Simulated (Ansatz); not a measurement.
Ideal-gas functions of `[O][Al]([F])[Cl]` radical at 600 K and 1 bar, from an Ansatz frequency run at PBE0-D4/def2-TZVP.

Molar mass 97.43 g/mol, point group Cs (symmetry number 1), electronic degeneracy 2, moments of inertia 72.216, 157.725, 229.941 u Å². Harmonic wavenumbers (cm⁻¹, unscaled): 165, 207, 252, 507, 806, 926.

Use S(trans) = R[1.5 ln M + 2.5 ln T − 1.1517]; rotational temperatures θ = 24.2544 K / I; S(rot) = R[ln(√π/σ · √(T³/θAθBθC)) + 1.5]; for each mode x = 1.438777 ν̃/T, S = R[x/(eˣ − 1) − ln(1 − e⁻ˣ)] and H = RT x/(eˣ − 1); 1 cm⁻¹ = 0.0119627 kJ/mol; R = 8.31446 J/(mol·K).

Problem. By hand: the entropy, in J/(mol·K).

Solution. Translation 180.5. Rotation: θ = 0.3359, 0.1538, 0.1055 K, giving 118.7. Vibration, mode by mode: 16.08, 14.22, 12.63, 7.18, 4.02, 3.20, in all 57.3. Electronic 5.8. Sum 362.3 J/(mol·K).

Problem. By hand: H − E and G − E in kJ/mol, counted from the electronic energy.

Solution. Zero-point energy ½ × 2863 × 0.0119627 = 17.1; thermal vibration 17.1; translation, rotation and pV give 4 RT = 20.0. H − E = 54.2 kJ/mol, and G − E = 54.2 − 600 × 362.3/1000 = -163.2 kJ/mol.

Vibration gives 16 % of the entropy.
